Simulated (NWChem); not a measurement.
Species: CH3ClGeO, singlet; SMILES [Ge]([O]C)[Cl]

```xyz
7

Ge     0.8658    -0.0656     0.0000
Cl    -0.8152    -1.5236     0.0000
O     -0.0258     1.4603     0.0000
C     -1.3925     1.7792     0.0000
H     -2.0282     0.8784     0.0000
H     -1.6293     2.3830     0.8916
H     -1.6293     2.3830    -0.8916
```
Atoms are numbered in this order, from 1.

Computed with NWChem. Medium grid unless said otherwise, to which SCAN and Minnesota functionals are sensitive. Low-valent species are run as closed-shell singlets; no triplet was tried in these runs. The geometry was optimised at PBE0/def2-SVP. Total energies of different functionals are on different scales.

| level | energy (Ha) | highest occupied level (eV) | orbital gap (eV) | dipole (D) |
|---|---|---|---|---|
| B3LYP/def2-SVP | -2651.9655 | -7.64 | 5.34 | 1.11 |
| PBE/def2-SVP | -2651.2703 | -6.70 | 3.88 | 1.16 |
| HCTH/407/def2-SVP | -2653.0725 | -6.88 | 3.93 | 1.18 |
| LDA (Slater exchange, PW92)/def2-SVP | -2646.3464 | -6.84 | 3.85 | 1.15 |
| LDA (Slater exchange, VWN5)/def2-SVP | -2646.3701 | -6.84 | 3.85 | 1.15 |
| M06-2X/def2-SVP | -2651.8440 | -8.92 | 7.72 | 1.16 |
| BLYP/def2-SVP | -2651.9268 | -6.51 | 3.84 | 1.10 |
